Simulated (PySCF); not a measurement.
# IH₅: from structure and modes to constants

Level of theory: PBE0/[I def2-TZVP with ECP28, H def2-TZVP], scalar-relativistic core potentials, density fitting, no spin–orbit coupling, PySCF.

The singlet minimum has C4v symmetry. Masses (u): I 126.90447, H 1.00782.

```xyz
6
charge 0 multiplicity 1, angstrom
I     0.0000    0.0000   -0.0204
H     0.0000    0.0000    1.6300
H     1.7941    0.0000    0.2334
H     0.0000    1.7941    0.2334
H    -1.7941    0.0000    0.2334
H     0.0000   -1.7941    0.2334
```

Harmonic wavenumbers (cm⁻¹): 553.5 (b2, ×1), 741.1 (e, ×2), 936.5 (b1, ×1), 986.8 (a1, ×1), 1114.2 (e, ×2), 1480.8 (e, ×2), 1567.7 (a1, ×1), 1650.9 (b1, ×1), 2021.6 (a1, ×1).

Q: Find the principal moments of inertia and the rotational constants. What kind of rotor is it?

A: About the centre of mass I = 9.4378, 9.4378, 12.976 u Å². With B = 16.8576/I this gives 1.786, 1.786, 1.299 cm⁻¹. The molecule is an oblate symmetric top.

Q: What is the harmonic zero-point energy?

A: Half the sum of all 12 wavenumbers, 14389/2 = 7195 cm⁻¹, which is 86.1 kJ/mol (1 cm⁻¹ = 0.0119627 kJ/mol).

Q: Find the vibrational entropy and heat capacity at 298.15 K.

A: With u = 1.43878 ω/T, each mode gives S = R[u/(eᵘ−1) − ln(1−e⁻ᵘ)] and C = R u² eᵘ/(eᵘ−1)².
```
   ω (cm⁻¹)      u  S (J/(mol K))  C (J/(mol K))
      553.5  2.671           2.25           4.74
 741.1 (×2)  3.576           1.09           3.15
      936.5  4.519           0.51           1.89
      986.8  4.762           0.41           1.64
1114.2 (×2)  5.377           0.25           1.12
1480.8 (×2)  7.146           0.05           0.34
     1567.7  7.565           0.04           0.25
     1650.9  7.967           0.03           0.18
     2021.6  9.756           0.01           0.05
```
The sums over all modes are S = 6.0 and C = 18.0 J/(mol K); the softest mode gives 37 % of the entropy (each member, where degenerate).

Q: Give the standard entropy (298.15 K, 1 bar) by its translational, rotational, vibrational and spin parts, and Cp.

A: Sackur–Tetrode with M = 131.94 u gives 169.7; rotation with symmetry number 4 gives 66.3; vibration 6.0; spin R ln 1 = 0.0. The total is 242.1 J/(mol K), and Cp = 4 R + 18.0 = 51.2 J/(mol K).
